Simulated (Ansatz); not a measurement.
Reaction (formal hydrolysis of the Si–F bond): `O[SiH](F)[SiH](Cl)Cl` + H₂O → `O[SiH](O)[SiH](Cl)Cl` + H–F

Program: Ansatz. Geometries: PBE0-D4/def2-TZVP. ΔE: electronic, gas phase. CCSD(T)/CBS adds triple-zeta CCSD(T) − MP2 to the extrapolated MP2 energy (def2 sets, frozen cores). This one scheme is used for every species. DFT in def2-TZVPP. B3LYP here is the variant with VWN-RPA as its local correlation; programs differ in this. Each species was taken in one conformer, which may not be the lowest.

```csv
level,ΔE (kcal/mol),difference from CCSD(T)/CBS
PBE-D4,9.2,-0.1
r2SCAN-D4,9.9,0.6
PBE0-D4,8.9,-0.4
B3LYP-D4,9.6,0.3
ωB97X-V,9.6,0.3
ωB97M-V,9.5,0.2
B2PLYP,9.8,0.5
PBE,9.7,0.4
r2SCAN,10.1,0.8
PBE0,9.4,0.1
B3LYP,10.4,1.1
HF/def2-TZVPP,10.7,1.4
MP2/def2-TZVPP,8.5,-0.8
SCS-MP2/def2-TZVPP,9.1,-0.2
CCSD/def2-TZVPP,9.2,-0.1
CCSD(T)/def2-TZVPP,9.0,-0.3
HF/def2-QZVPP,11.1,1.8
MP2/def2-QZVPP,8.9,-0.4
SCS-MP2/def2-QZVPP,9.5,0.2
HF/CBS(def2),11.1,1.8
MP2/CBS(def2),8.9,-0.4
CCSD/CBS(def2),9.6,0.3
CCSD(T)/CBS,9.3,0
```

Largest T1 diagnostic among the species: 0.011.

The D4 term adds −0.8 kcal/mol with B3LYP and −0.4 kcal/mol with PBE0; it sums over pairs of atoms, weighted by their polarisabilities, and B3LYP, whose exchange is more repulsive, gets the larger term. In def2-TZVPP, CCSD(T) changes the Hartree–Fock value by −1.7 kcal/mol (the triples alone add −0.3 kcal/mol) and MP2 by −2.2 kcal/mol.
